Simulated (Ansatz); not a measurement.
`F[SiH2][BH][SnH3]` + BH₃ → `BB[SiH2]F` + `[SnH4]` at 700 K and 1 bar (formal exchange of groups at a B–Sn bond).

Computed with Ansatz on PBE0-D4/def2-TZVP structures; ΔE is electronic, products minus reactants. CCSD(T)/CBS is the MP2 limit (def2-TZVPP, def2-QZVPP) plus CCSD(T) − MP2 in def2-TZVPP, frozen cores. This one scheme is used for every species. def2 core potentials past Kr. For Sn outer-core shells are correlated without core-valence functions, which leaves a few kJ/mol of doubt a bond. Each species was taken in one conformer, which may not be the lowest.

```
            species  CCSD(T)/CBS energy (Eh)  H − E (kJ/mol)  S (J/(mol·K))
`F[SiH2][BH][SnH3]`               -631.29744           220.4          514.5
                BH₃                -26.55200            96.5          225.0
        `BB[SiH2]F`               -441.46272           206.5          436.5
           `[SnH4]`               -216.39156           106.0          282.9
```

H − E and S are ideal-gas, rigid-rotor, harmonic terms from PBE0-D4/def2-TZVP, for one conformer and one mirror image of each species. 1 Eh = 2625.50 kJ/mol, R = 8.31446 J/(mol·K).

**Question.** By hand: ΔE, ΔH, ΔS and ΔG.

**Answer.** ΔE = (-441.46272) + (-216.39156) − (-631.29744) − (-26.55200) = -0.00484 Eh = -12.7 kJ/mol. Δ(H − E) = 206.5 + 106.0 − 220.4 − 96.5 = -4.4, so ΔH = -17.1 kJ/mol. ΔS = 436.5 + 282.9 − 514.5 − 225.0 = -20.1 J/(mol·K). ΔG = -17.1 − 700 × (-20.1)/1000 = -3.0 kJ/mol.

**Question.** By hand: the equilibrium constant, and the temperature at which ΔG would vanish if ΔH and ΔS stayed fixed.

**Answer.** log₁₀ K = −ΔG/(RT ln 10) = 0.2. ΔG = 0 at ΔH/ΔS = 851 K.

TΔS isn't small against ΔH here. The sign of ΔG lies within the doubt. A doubt of 5 kJ/mol in ΔE shifts log₁₀ K by 0.4 here. Other conformers and mirror images would add mixing entropy, several J/(mol·K) or more a flexible species. Modes under 60 cm⁻¹, often nearly free rotors, make the harmonic entropy too high. These are equilibria of isolated gas molecules and say nothing of rates. Largest T1 diagnostic: 0.014 (customary marks: 0.02 for closed shells, 0.045 for open ones).
